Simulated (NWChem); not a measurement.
Molecule: C2H6Mg; SMILES [CH3][Mg][CH3]

```xyz
9

Mg     0.0000     0.0000    -0.4159
C      2.0991    -0.0004    -0.4151
H      2.5101    -0.3398     0.5451
H      2.5103     1.0011    -0.6006
H      2.5113    -0.6618    -1.1891
C     -2.0991     0.0004    -0.4151
H     -2.5103    -1.0011    -0.6006
H     -2.5113     0.6618    -1.1891
H     -2.5101     0.3398     0.5451
```
Atoms are numbered in this order, from 1.

Computed with NWChem. Pople sets run with spherical d functions. STO-3G and 3-21G are far too small for this property and stand as cheap habits. Structure relaxed at the B3LYP/6-31G* (spherical d) level. B3LYP is NWChem's, with the RPA form of VWN correlation. GIAO values for the isolated, static molecule; σ is the absolute isotropic shielding, δ = σ(reference) − σ with the isolated reference molecule computed at the same levels (13C: tetramethylsilane, 1H: tetramethylsilane).

```json
[
 {"level": "B3LYP/6-311G**", "σ Mg1 (ppm)": "396.9", "δ C2 (ppm)": "-20.1", "δ H3 (ppm)": "-1.00"},
 {"level": "Hartree-Fock/6-31G*", "σ Mg1 (ppm)": "464.9", "δ C2 (ppm)": "-14.4", "δ H3 (ppm)": "-1.02"},
 {"level": "PBE/pcSseg-1", "σ Mg1 (ppm)": "390.0", "δ C2 (ppm)": "-22.9", "δ H3 (ppm)": "-1.03"},
 {"level": "BHandHLYP/pcSseg-1", "σ Mg1 (ppm)": "403.4", "δ C2 (ppm)": "-22.7", "δ H3 (ppm)": "-1.06"},
 {"level": "Hartree-Fock/STO-3G", "σ Mg1 (ppm)": "[?]", "δ C2 (ppm)": "[?]", "δ H3 (ppm)": "[?]"}
]
```

**Question.** What belongs in the gaps?

**Answer.** 
- Hartree-Fock/STO-3G, σ Mg1 (ppm): 435.2
- Hartree-Fock/STO-3G, δ C2 (ppm): -0.2
- Hartree-Fock/STO-3G, δ H3 (ppm): -1.29
